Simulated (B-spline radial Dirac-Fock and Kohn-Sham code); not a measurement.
## Scattering functions of Zr²⁺

System: zirconium as Zr²⁺, [Kr] 4d2.

Input file task.json (cfg lists n, l and occupation; rrms is the nuclear radius in fm):

```json
{"items": [{
  "Z": 40,
  "q": 2,
  "cfg": [[1, 0, 2], [2, 0, 2], [2, 1, 6], [3, 0, 2], [3, 1, 6], [3, 2, 10], [4, 0, 2], [4, 1, 6], [4, 2, 2]],
  "A": 90,
  "rrms": 4.2694,
  "do": ["scatter"],
  "s": [0.0, 0.05, 0.1, 0.15, 0.2, 0.25, 0.3, 0.35, 0.4, 0.45, 0.5, 0.6, 0.7, 0.8, 0.9, 1.0, 1.1, 1.2, 1.4, 1.6, 1.8, 2.0, 2.5, 3.0, 3.5, 4.0, 5.0, 6.0],
  "pz": [0, 0.1, 0.2, 0.3, 0.4, 0.5, 0.6, 0.8, 1.0, 1.2, 1.4, 1.6, 1.8, 2.0, 2.5, 3.0, 4.0, 5.0, 7.0, 10.0, 15.0, 20.0, 30.0, 40.0, 60.0, 100.0],
  "hv_scatter": [1000, 8047.8, 10000, 17479.3, 20000, 30000, 100000, 1000000]
}]}
```

Launch: `python xray_run.py task.json out`

The computed values come from a B-spline atomic structure program: configuration-average Dirac-Fock orbitals. f₀ is the Fourier transform of the spherical electron density, S the Waller-Hartree incoherent function, and s = sin θ/λ. The electron scattering factor follows from the Mott-Bethe formula f_e = 0.023934 Å⁻¹·(Z − f₀)/s².

```csv
s (Å⁻¹),f₀,S,f_e (Å)
0,38.000,0.000,–
0.05,37.454,0.623,24.374
0.1,35.962,2.166,9.664
0.15,33.870,4.034,6.521
0.2,31.538,5.874,5.063
0.25,29.233,7.600,4.123
0.3,27.105,9.217,3.429
0.35,25.217,10.737,2.888
0.4,23.571,12.150,2.458
0.45,22.139,13.443,2.111
0.5,20.878,14.612,1.831
0.6,18.701,16.614,1.416
0.7,16.784,18.305,1.134
0.8,15.014,19.814,0.934
0.9,13.375,21.200,0.787
1,11.894,22.480,0.673
1.1,10.596,23.656,0.582
1.2,9.494,24.733,0.507
1.4,7.839,26.606,0.393
1.6,6.766,28.141,0.311
1.8,6.064,29.396,0.251
2,5.562,30.431,0.206
2.5,4.591,32.373,0.136
3,3.707,33.728,0.097
3.5,2.934,34.683,0.072
4,2.335,35.353,0.056
5,1.620,36.177,0.037
6,1.291,36.667,0.026
```

f₀ starts at the number of electrons, 38, and has fallen to half at s ≈ 0.59 Å⁻¹. The sum of ⟨r²⟩ over the electrons is 30.36 bohr². For an ion f_e diverges as s goes to zero, because of the net charge.
